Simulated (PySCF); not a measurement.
Radial density of Cl²⁺ (chlorine, charge +2)

UHF, [Ne] 3s2 3p3, high-spin 4S determinant. Calculation: PySCF 2.14, in def2-SVP (4s3p1d, 18 functions); no relativity, point nucleus.

```csv
r (bohr),4πr²ρ (e/bohr),4πr²(ρα − ρβ)
0.00157,0.08926,0.0000
0.00263,0.2491,0.0000
0.00443,0.6789,0.0001
0.00745,1.753,0.0003
0.0125,4.139,0.0007
0.0211,8.815,0.0021
0.0355,15.34,0.0082
0.0597,19.67,0.0364
0.100,16.24,0.1395
0.169,13.40,0.3728
0.284,19.05,0.4503
0.477,13.46,0.0315
0.803,3.722,0.7542
1.35,3.916,2.2601
2.27,1.141,0.7254
3.82,0.06793,0.0590
```
